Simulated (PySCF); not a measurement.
Steps of a relaxation of [Yb(H2O)2]2+

[Yb(H2O)2]2+ (singlet; a saddle point, relaxed within its symmetry). PySCF 2.14.0, RKS PBE0, Yb def2-SVP with ECP28, O def2-SVP, H def2-SVP; non-relativistic Hamiltonian with scalar-relativistic core potentials where named; density fitting; no spin-orbit coupling. Origin of the start: template. Columns: position (Å) and force (eV/Å). Energies are counted from the last step; some of the 6 steps are shown. Forces carry noise of the integration grid, about 0.01 to 0.03 eV/Å.

Run from Python with OMP_NUM_THREADS=2. Where DIIS fails, smearing, a level shift and second-order steps follow.
It took 35 s on 2 threads of Arm Neoverse V1, with other jobs on the host, from the converged density of the start.

```xyz
7
step 0  E = 0.255 eV
Yb    0.0000    0.0000    0.0000     0.00    0.00    0.00
O     0.0000    0.0000    2.5575     0.00    0.00   -1.15
H     0.5445    0.5445    3.1475     0.02    0.02    0.10
H    -0.5445   -0.5445    3.1475    -0.02   -0.02    0.10
O     0.0000    0.0000   -2.5575     0.00    0.00    1.15
H     0.5445   -0.5445   -3.1475     0.02   -0.02   -0.10
H    -0.5445    0.5445   -3.1475    -0.02    0.02   -0.10
```

```xyz
7
step 2  E = 0.016 eV
Yb    0.0000    0.0000    0.0000     0.00    0.00    0.00
O     0.0000    0.0000    2.3576     0.00    0.00    0.38
H     0.5340    0.5340    2.9809     0.00    0.00   -0.28
H    -0.5340   -0.5340    2.9809     0.00    0.00   -0.28
O     0.0000    0.0000   -2.3576     0.00    0.00   -0.38
H     0.5340   -0.5340   -2.9809     0.00    0.00    0.28
H    -0.5340    0.5340   -2.9809     0.00    0.00    0.28
```

```xyz
7
step 3  E = 0.003 eV
Yb    0.0000    0.0000    0.0000     0.00    0.00    0.00
O     0.0000    0.0000    2.3279     0.00    0.00    0.30
H     0.5379    0.5379    2.9414    -0.01   -0.01   -0.14
H    -0.5379   -0.5379    2.9414     0.01    0.01   -0.14
O     0.0000    0.0000   -2.3279     0.00    0.00   -0.30
H     0.5379   -0.5379   -2.9414    -0.01    0.01    0.14
H    -0.5379    0.5379   -2.9414     0.01   -0.01    0.14
```

Problem. Where does the relaxation end?

Solution. It converges at step 5 in D2d:
```xyz
7
step 5  E = 0
Yb    0.0000    0.0000    0.0000
O     0.0000    0.0000    2.3328
H     0.5411    0.5411    2.9363
H    -0.5411   -0.5411    2.9363
O     0.0000    0.0000   -2.3328
H     0.5411   -0.5411   -2.9363
H    -0.5411    0.5411   -2.9363
```

Problem. How did the contacts change?

Solution. 
```json
{"contact": "Yb1–O2 (H2O)", "start (Å)": "2.558", "end (Å)": "2.333"}
{"contact": "Yb1–O5 (H2O)", "start (Å)": "2.558", "end (Å)": "2.333"}
```
